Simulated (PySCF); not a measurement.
## Correlation energy of Pd (palladium, neutral)

[Kr] 4d9 5s1, high-spin 3D determinant (an excited configuration). Computed with PySCF 2.14 in aug-cc-pVTZ-DK (9s8p6d3f2g, 102 functions), with scalar relativity by spin-free X2C-1e. Frozen: [Kr]; 10 electrons correlated.

```tsv
level	correlation energy (mhartree)
CCSD	-309.32
(T)	-13.92
CCSD(T)	-323.24
```

Diagnostics: T1 = 0.019, D1 = 0.0775, largest double amplitude 0.020.

Cost of the coupled-cluster step: of the order of 50 core-seconds, for 10 correlated electrons.
